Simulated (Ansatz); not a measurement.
One change: `FB(S)O[SiH3]` becomes `FB(S)S`.

Ansatz, PBE0-D4/def2-TZVP geometries, multiplicity 1. Each molecule was computed in one conformer, which needn't be the lowest.

| property | `FB(S)O[SiH3]` |
| --- | --- |
| HOMO–LUMO gap (PBE/def2-TZVPP) / eV | 5.63 |
| HOMO–LUMO gap (B3LYP/def2-TZVPP) / eV | 7.28 |
| HOMO energy (PBE/def2-TZVPP) / eV | -6.73 |
| size of the dipole moment (PBE/def2-TZVPP) / D | 0.91 |
| HOMO energy (B3LYP/def2-TZVPP) / eV | -7.74 |
| LUMO energy (ωB97M-V/def2-TZVPP) / eV | 1.45 |

What does the change do to each property? (Estimate.)

Ansatz gave: 
```json
{"property": "HOMO–LUMO gap (PBE/def2-TZVPP) / eV", "`FB(S)S`": "5.21", "shift": "-0.42"}
{"property": "HOMO–LUMO gap (B3LYP/def2-TZVPP) / eV", "`FB(S)S`": "6.91", "shift": "-0.37"}
{"property": "HOMO energy (PBE/def2-TZVPP) / eV", "`FB(S)S`": "-6.49", "shift": "0.24"}
{"property": "size of the dipole moment (PBE/def2-TZVPP) / D", "`FB(S)S`": "0.72", "shift": "-0.19"}
{"property": "HOMO energy (B3LYP/def2-TZVPP) / eV", "`FB(S)S`": "-7.43", "shift": "0.31"}
{"property": "LUMO energy (ωB97M-V/def2-TZVPP) / eV", "`FB(S)S`": "1.75", "shift": "0.30"}
```

With PBE0 the HOMO rises by 0.31 eV and the LUMO falls by 0.11 eV, so the gap narrows by about 0.42 eV. PBE moves the HOMO by 0.24 eV and ωB97M-V by 0.39 eV. The zero-point energy changes by -54.4 kJ/mol with -9 modes. Dipoles are sizes alone; their direction can turn.

B3LYP here is the variant with VWN-RPA as its local correlation; programs differ in this.
